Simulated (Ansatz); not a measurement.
`[SiH3][SiH2][SeH]` + `[AlH3]` → `[AlH2][SeH]` + `[SiH3][SiH3]`  (formal exchange of groups at the Se–Si bond)

Gas-phase electronic energies from Ansatz, PBE0-D4/def2-TZVP geometries. CCSD(T)/CBS adds triple-zeta CCSD(T) − MP2 to the extrapolated MP2 energy (def2 sets, frozen cores). This one scheme is used for every species. DFT in def2-TZVPP. HSE06 is defined as in plane-wave codes. For Se outer-core shells are correlated without core-valence functions, which leaves a few kJ/mol of doubt a bond. Scalar relativity is left out up to krypton. Each species was taken in one conformer, which may not be the lowest.

```tsv
level	ΔE (kJ/mol)	difference from CCSD(T)/CBS
BLYP-D4	-67.9	3.1
PBE0-D4	-70.1	0.9
r2SCANh-D4	-73.9	-2.9
ωB97X-V	-69.6	1.4
PBE0	-73.4	-2.4
HSE06	-73.4	-2.4
LC-ωPBE	-72.0	-1.0
MP2/def2-SVP	-76.2	-5.2
CCSD(T)/def2-SVP	-78.0	-7.0
HF/def2-QZVPP	-74.7	-3.7
CCSD(T)/CBS	-71.0	0
```

Largest T1 diagnostic among the species: 0.013.

The D4 term adds +5.8 kJ/mol with B3LYP and +3.2 kJ/mol with PBE0; it sums over pairs of atoms, weighted by their polarisabilities, and B3LYP, whose exchange is more repulsive, gets the larger term. At CCSD(T), def2-SVP lies −7.0 kJ/mol from the extrapolated value and def2-TZVPP −2.1 kJ/mol. Leaving LDA and LC-ωPBE aside and taking each functional with its dispersion term where it has one, the values, not all of them listed here, spread over 11.5 kJ/mol, from r2SCAN-D4 to B97M-V.

B3LYP here is the variant with VWN-RPA as its local correlation; programs differ in this.
